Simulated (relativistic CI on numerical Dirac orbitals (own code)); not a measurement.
## Spin-allowed bands of a d2 ion in an octahedral site, by hand

Problem. Take Δ = 24700 cm⁻¹ and B = 450 cm⁻¹ for a d2 ion in an octahedral site. Calculate the three spin-allowed bands.

Working.
1. The terms of highest spin are 3F (energy 0) and 3P (15B = 6750 cm⁻¹). Here the F term splits into A2 at +1.2Δ = 29640, T2 at +0.2Δ = 4940 and T1 at −0.6Δ = -14820 cm⁻¹.
2. The two T1 states mix through the element 0.4Δ: H = [[-14820, 9880], [9880, 6750]], with roots ½(H₁₁ + H₂₂) ∓ ½√[(H₂₂ − H₁₁)² + 4H₁₂²] = ½(-8070) ∓ ½(29253) = -18661 and 10591 cm⁻¹.
3. The ground term is 3T1 at -18661 cm⁻¹.
4. Bands: 3T2 23601 cm⁻¹ (424 nm), 3T1(P) 29253 cm⁻¹ (342 nm), 3A2 48301 cm⁻¹ (207 nm).

Check. Exact diagonalisation of the whole d2 shell with these parameters gives 3T2 23601, 3T1 29253, 3A2 48301 cm⁻¹. The match is exact, since without spin-orbit coupling no other term has this spin. The ratio of the second band to the first, 1.239, depends on Δ/B = 54.9 alone, which is how a Tanabe-Sugano diagram is read.
